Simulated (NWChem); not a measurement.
System: SnH4O2; SMILES [OH][SnH2][OH]

Input file for NWChem:

```
start job
memory heap 200 mb stack 900 mb global 1100 mb
geometry units angstroms noautoz
  Sn     0.000000     0.000000     0.227118
  O      1.634753     0.065283    -0.943677
  O     -1.634753    -0.065283    -0.943677
  H      0.119295     1.476625     1.106495
  H     -0.119295    -1.476625     1.106495
  H      1.690736    -0.754146    -1.472604
  H     -1.690736     0.754146    -1.472604
end
basis spherical
  Sn library 3-21g
  O library 3-21g
  H library 3-21g
end
dft
  xc hfexch
  iterations 150
  mulliken
end
task dft energy
```

Parts of the log:

```
             Northwest Computational Chemistry Package (NWChem) 7.3.0
             --------------------------------------------------------

 C2  symmetry detected

                             Geometry "geometry" -> ""
                             -------------------------

 Output coordinates in angstroms (scale by  1.889725989 to convert to a.u.)

  No.       Tag          Charge          X              Y              Z
 ---- ---------------- ---------- -------------- -------------- --------------
    1 Sn                  50.0000     0.00000000     0.00000000     0.29104871
    2 O                    8.0000     1.63550684     0.04238634    -0.87974629
    3 O                    8.0000    -1.63550684    -0.04238634    -0.87974629
    4 H                    1.0000     0.13995942     1.47480983     1.17042571
    5 H                    1.0000    -0.13995942    -1.47480983     1.17042571
    6 H                    1.0000     1.68001048    -0.77774622    -1.40867329
    7 H                    1.0000    -1.68001048     0.77774622    -1.40867329

 Effective nuclear repulsion energy (a.u.)     290.2403433345

      Symmetry information
      --------------------

 Group name             C2
 Group number              4
 Group order               2
 No. of unique centers     4

  xc_inp: hfexch multiplicative factor not found.

                                 NWChem DFT Module
                                 -----------------

 Summary of "ao basis" -> "ao basis" (spherical)
 ------------------------------------------------------------------------------
       Tag                 Description            Shells   Functions and Types
 ---------------- ------------------------------  ------  ---------------------
 Sn                          3-21g                  13       31   6s5p2d
 O                           3-21g                   5        9   3s2p
 H                           3-21g                   2        2   2s

      Symmetry analysis of basis
      --------------------------

        a          30
        b          27

            General Information
            -------------------
          SCF calculation type: DFT
          Wavefunction type:  closed shell.
          No. of atoms     :     7
          No. of electrons :    70
           Alpha electrons :    35
            Beta electrons :    35
          Charge           :     0
          Spin multiplicity:     1
          Use of symmetry is: on ; symmetry adaption is: on
          Maximum number of iterations: 150
          AO basis - number of functions:    57
                     number of shells:    31
          Convergence on energy requested:  1.00D-06
          Convergence on density requested:  1.00D-05
          Convergence on gradient requested:  5.00D-04

              XC Information
              --------------
                     Hartree-Fock (Exact) Exchange  1.000

      Superposition of Atomic Density Guess
      -------------------------------------

 Sum of atomic energies:       -6146.98032625

      Non-variational initial energy
      ------------------------------

 Total energy =   -6147.297310
 1-e energy   =   -9060.655374
 2-e energy   =    2623.117721
 HOMO         =      -0.372196
 LUMO         =       0.013855

      Symmetry analysis of molecular orbitals - initial
      -------------------------------------------------

  Numbering of irreducible representations:

     1 a           2 b

  Orbital symmetries:

     1 a           2 a           3 b           4 a           5 b
     6 a           7 b           8 a           9 b          10 a
    11 b          12 b          13 a          14 b          15 a
    16 a          17 a          18 b          19 a          20 b
    21 a          22 b          23 b          24 a          25 a
    26 a          27 b          28 a          29 b          30 a
    31 b          32 a          33 b          34 a          35 b
    36 a          37 b          38 a          39 b          40 a
    41 b          42 a          43 b          44 a          45 b

     ---------------------------------------------
      Total Density - Mulliken Population Analysis
     ---------------------------------------------

    Atom       Charge   Shell Charges
 -----------   ------   -------------------------------------------------------
    1 Sn  50    48.48   2.00  2.00  6.00  2.00  6.00  2.00  5.94  0.70  0.96  0.46  0.45 10.00  9.99
    2 O    8     9.12   1.99  0.44  2.30  1.45  2.94
    3 O    8     9.12   1.99  0.44  2.30  1.45  2.94
    4 H    1     1.14   0.36  0.78
    5 H    1     1.14   0.36  0.78
    6 H    1     0.50   0.32  0.18
    7 H    1     0.50   0.32  0.18

   convergence    iter        energy       DeltaE   RMS-Dens  Diis-err
 ---------------- ----- ----------------- --------- --------- ---------
 d= 0,ls=0.0,diis     1  -6147.3999396933 -6.44D+03  1.60D-02  9.15D-01
 d= 0,ls=0.0,diis     2  -6147.4702416877 -7.03D-02  5.14D-03  4.06D-01
 d= 0,ls=0.0,diis     3  -6147.5030368206 -3.28D-02  1.25D-03  2.07D-03
 d= 0,ls=0.0,diis     4  -6147.5036971792 -6.60D-04  3.42D-04  1.12D-04
 d= 0,ls=0.0,diis     5  -6147.5037420830 -4.49D-05  9.29D-05  5.24D-06
  Resetting Diis
 d= 0,ls=0.0,diis     6  -6147.5037447498 -2.67D-06  2.02D-05  2.24D-07
 d= 0,ls=0.0,diis     7  -6147.5037448600 -1.10D-07  2.30D-06  1.00D-08

         Total DFT energy =    -6147.503744859960
      One electron energy =    -9060.297260709418
           Coulomb energy =     2799.171332294185
    Exchange-Corr. energy =     -176.618159779180
 Nuclear repulsion energy =      290.240343334454

 Numeric. integr. density =        0.000000000000

                  Occupations of the irreducible representations
                  ----------------------------------------------

                     irrep           alpha         beta
                     --------     --------     --------
                     a                19.0         19.0
                     b                16.0         16.0

                       DFT Final Molecular Orbital Analysis
                       ------------------------------------

 Vector   33  Occ=2.000000D+00  E=-4.484874D-01  Symmetry=b
              MO Center= -1.2D-14,  4.0D-16, -2.1D-01, r^2= 4.1D+00
   Bfn.  Coefficient  Atom+Function         Bfn.  Coefficient  Atom+Function
  ----- ------------  ---------------      ----- ------------  ---------------
    38      0.301667  2 O  px                47      0.301667  3 O  px
    51     -0.278931  4 H  s                 53      0.278931  5 H  s
    34      0.239508  2 O  px                43      0.239508  3 O  px
    15     -0.185079  1 Sn px                16     -0.174584  1 Sn py
    39      0.154402  2 O  py                48      0.154402  3 O  py

 Vector   34  Occ=2.000000D+00  E=-4.464049D-01  Symmetry=b
              MO Center= -4.7D-13,  2.2D-13, -3.2D-01, r^2= 3.9D+00
   Bfn.  Coefficient  Atom+Function         Bfn.  Coefficient  Atom+Function
  ----- ------------  ---------------      ----- ------------  ---------------
    38      0.307090  2 O  px                47      0.307090  3 O  px
    51      0.250340  4 H  s                 53     -0.250340  5 H  s
    34      0.237393  2 O  px                43      0.237393  3 O  px
    40      0.180450  2 O  pz                49     -0.180450  3 O  pz
    16      0.175228  1 Sn py                36      0.149083  2 O  pz

 Vector   35  Occ=2.000000D+00  E=-4.455086D-01  Symmetry=a
              MO Center=  6.7D-13, -1.9D-13, -5.5D-01, r^2= 3.7D+00
   Bfn.  Coefficient  Atom+Function         Bfn.  Coefficient  Atom+Function
  ----- ------------  ---------------      ----- ------------  ---------------
    40      0.335937  2 O  pz                49      0.335937  3 O  pz
    36      0.263440  2 O  pz                45      0.263440  3 O  pz
    39     -0.232711  2 O  py                48      0.232711  3 O  py
    51     -0.199990  4 H  s                 53     -0.199990  5 H  s
    35     -0.182738  2 O  py                44      0.182738  3 O  py

 Vector   36  Occ=0.000000D+00  E= 1.298492D-01  Symmetry=a
              MO Center= -7.3D-16,  7.9D-16, -4.9D-01, r^2= 4.5D+00
   Bfn.  Coefficient  Atom+Function         Bfn.  Coefficient  Atom+Function
  ----- ------------  ---------------      ----- ------------  ---------------
    21      0.986425  1 Sn pz                18     -0.442184  1 Sn s
    37      0.430939  2 O  s                 46      0.430939  3 O  s
    38     -0.261952  2 O  px                47      0.261952  3 O  px
    10      0.187408  1 Sn s                 34     -0.157453  2 O  px
    43      0.157453  3 O  px                13     -0.129521  1 Sn pz

 Vector   37  Occ=0.000000D+00  E= 1.299731D-01  Symmetry=b
              MO Center= -7.7D-14, -1.3D-13,  4.6D-01, r^2= 5.2D+00
   Bfn.  Coefficient  Atom+Function         Bfn.  Coefficient  Atom+Function
  ----- ------------  ---------------      ----- ------------  ---------------
    19      1.062034  1 Sn px                20     -0.411620  1 Sn py
    37     -0.398257  2 O  s                 46      0.398257  3 O  s
    51      0.186292  4 H  s                 53     -0.186292  5 H  s
    11     -0.182720  1 Sn px                40     -0.180421  2 O  pz
    49      0.180421  3 O  pz                15      0.098181  1 Sn px

 Vector   38  Occ=0.000000D+00  E= 1.700149D-01  Symmetry=a
              MO Center=  1.1D-14,  2.7D-14,  1.1D+00, r^2= 3.7D+00
   Bfn.  Coefficient  Atom+Function         Bfn.  Coefficient  Atom+Function
  ----- ------------  ---------------      ----- ------------  ---------------
    18      1.156167  1 Sn s                 51     -0.922992  4 H  s
    53     -0.922992  5 H  s                 21      0.720026  1 Sn pz
    10     -0.260474  1 Sn s                 14      0.219738  1 Sn s
    17      0.191246  1 Sn pz                37     -0.177162  2 O  s
    46     -0.177162  3 O  s                 55      0.160917  6 H  s

[...]
```

Level: Hartree-Fock/3-21G, non-relativistic. Structure relaxed at the PBE-D3(BJ)/def2-SVP (def2 core potentials past Kr) level.
